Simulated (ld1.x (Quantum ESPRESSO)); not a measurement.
Before and after: PAW potential for phosphorus

* Element: phosphorus
* Generator: ld1.x (Quantum ESPRESSO) 7.5
* Type: PAW
* Functional: PBE
* Relativity: scalar-relativistic
* Frozen core: [Ne]
* Valence charge: 5
* Reference configuration: 3s2 3p1 (charge +2)
* Partial waves: 3s (bound): rcut 1.40, rcutus 1.75 bohr; 3s channel at 1.8 Ry: rcut 1.40, rcutus 1.75 bohr; 3p (bound): rcut 1.25, rcutus 1.45 bohr; 3p channel at -1.45 Ry: rcut 1.25, rcutus 1.45 bohr; 3d channel at 0.25 Ry: rcut 1.15, rcutus 1.60 bohr; 3d channel at 1.55 Ry: rcut 1.15, rcutus 1.60 bohr
* Local potential: all-electron potential smoothed inside 1.50 bohr (lloc = -1)
* Core correction: Bessel-smoothed model core inside 0.70 bohr
* Augmentation charge: PSQ, inside the norm-conserving radii

All-electron outer shells of the reference configuration (PBE, scalar-relativistic, ld1.x):

```csv
shell,level (eV),outermost node (bohr),outermost maximum (bohr)
3s,-33.96,0.65,1.52
3p,-24.28,0.63,1.68
```

Change: reference 3s1.5 3p3.5.

Cutoffs: the cutoffs (Ry, on a coarse ladder) from which the occupation-weighted sum of valence levels, in a spherical-Bessel basis at the reference potential, stays within 10 and 1 mRy of its value at 400 Ry; they do not see the model core or the augmentation charge, which bear on the density cutoff. Errors are all-electron minus pseudo energies relative to the spin-unpolarised reference configuration.

Task: What does the change do?

Result: The potential gets harder (10 Ry and 21 Ry → 10 Ry and 25 Ry); neither file shows a bound ghost.

```tsv
quantity	base	changed
cutoff, loose	10 Ry	10 Ry
cutoff, tight	21 Ry	25 Ry
bound ghosts	none	none
largest error over its own tests, meV	-72	-7.5
s: phases at 1.89 bohr within 0.05 rad from the reference energy up to (Ry; the scan ends near 5)	to the end of the scan	to the end of the scan
p: phases at 1.89 bohr within 0.05 rad from the reference energy up to (Ry; the scan ends near 5)	3.6	3.1
d: phases at 1.89 bohr within 0.05 rad from the reference energy up to (Ry; the scan ends near 5)	to the end of the scan	to the end of the scan
lowest overlap eigenvalue by channel	s 0.53, p 0.76, d 0.97	s 0.44, p 0.79, d 0.96
```
